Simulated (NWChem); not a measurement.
System: KF; SMILES [K][F]

The following NWChem deck was run.

```
start job
memory heap 200 mb stack 900 mb global 1100 mb
geometry units angstroms
  K     -0.340017    -0.304760    -0.478249
  F      0.699748     0.627189     0.984225
end
basis spherical
  * library 6-31g*
end
dft
  xc b3lyp
  iterations 150
end
driver
  maxiter 120
end
task dft optimize
task dft freq
```

The level has its own optimisation; frequencies are unscaled.

**Question.** Give the results of this calculation. (B3LYP/6-31G* (spherical d).) Quantities: r F–K (Å); highest harmonic frequency (cm⁻¹); zero-point energy (kcal/mol); dipole (D).

**Answer.** 
- r F–K (Å): 2.176
- highest harmonic frequency (cm⁻¹): 451
- zero-point energy (kcal/mol): 0.6
- dipole (D): 7.60
